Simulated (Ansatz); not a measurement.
ZnO₂⁻ was relaxed with PBE0-D4 (def2-TZVPD) in Ansatz in these states: charge -1 doublet, charge -1 quartet. The geometries follow in no particular order.

A:

```xyz
3

Zn    0.000    0.000    0.000
O    -0.516   -1.505   -0.703
O     0.516    1.505    0.703
```

B:

```
atom    x (Å)    y (Å)    z (Å)
 Zn1   0.4785  -0.2898   0.4111
  O2  -1.2602  -1.0657   0.1292
  O3   0.7817   1.3555  -0.5403
```

Q: Judge from the bond lengths which geometry belongs to which state (an estimate).

A: A is the charge -1 doublet (Zn1–O2 1.740 Å, Zn1–O3 1.740 Å); B is the charge -1 quartet (Zn1–O2 1.925 Å, Zn1–O3 1.925 Å).

At PBE0-D4/def2-TZVPD the highest occupied level of the charge -1 quartet lies above zero (up to 0.14 eV). It is a level of α spin, whose loss leaves a triplet; that state wasn't run at this geometry and level. The electron is either unbound and held by the finite basis, or the level is raised by self-interaction error. At PBE0-D4/def2-TZVPD a doublet lies 1.92 eV below the charge -1 quartet. These are the stationary points nearest to one start from a short search; other shapes may lie lower in each state.
